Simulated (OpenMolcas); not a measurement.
# Ru4+: moving or changing the point charges

Ru4+ among 4 point charges of -2 e arranged as a square (D4h), 2.23 Å from the ion.
```
   2.2300    0.0000    0.0000  -2.00
   0.0000    2.2300    0.0000  -2.00
  -2.2300    0.0000    0.0000  -2.00
   0.0000   -2.2300    0.0000  -2.00
```

| Item | Value |
| --- | --- |
| Program | OpenMolcas 26.06 |
| Method | SS-CASPT2, IPEA 0.25 Eh, imaginary shift 0.1 Eh (closed shells correlated: 4s 4p) |
| Basis | ANO-RCC-VTZP [7s6p4d2f1g] |
| Scalar Hamiltonian | DKH2, point nucleus |
| Active space | 4 electrons in 5 orbitals (4d) |
| State averaging | 2S+1 = 5 even, 5 roots; 2S+1 = 3 even, 45 roots; 2S+1 = 1 even, 50 roots |
| Spin-orbit coupling | state interaction with AMFI integrals over the reference wave functions |

Runs around this geometry, states (labels of D4, the rotations of D4h). Energies in cm-1 above the lowest state or level, χT in cm3 K/mol.

```
R (Å)  q (e)  Ground state  First state of that spin  First gap with spin-orbit (degeneracies)  χT at 300 K  First state of another spin
 2.07   -1.3           5B1                  5B2 3910                                 14 (1, 1)        1.890                     3E 18870
 1.97     -2           5B1                  5B2 7300                                  9 (1, 1)        2.362                    3A2 17410
 2.23     -2           5B1                  5B2 4100                                 12 (1, 1)        1.935                     3E 18600
```

Taking the first state of the same spin as R^-n, n = -ln(4100 / 7300) / ln(2.23 / 1.97) = 4.7 between the shortest and longest distance.

Point charges give a weaker field than real ligands, and real ions of this kind are as a rule low spin; the high spin found here belongs to the model. Free-ion shares, where given, are those of the reference states; single-state CASPT2 does not remix them. This is an electrostatic model: the charges have no orbitals. No measured value stands beside these numbers.
